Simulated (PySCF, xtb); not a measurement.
BeF2, SMILES [F][Be][F].

GFN2-xTB (xtb) at its own geometry gives an orbital gap of 8.44 eV and a dipole moment of 0.00 D.

Geometry: PBE0-D3(BJ)/def2-TZVP. The isomer is the one that the SMILES or the coordinates give; other isomers of the formula were not compared.

**Question.** What does PySCF with PBE0/def2-TZVPD give? (An estimate is asked for; the answer gives what the named calculation found.)

**Answer.** gap 11.07 eV (levels -11.81 and -0.74 eV), dipole 0.00 D.
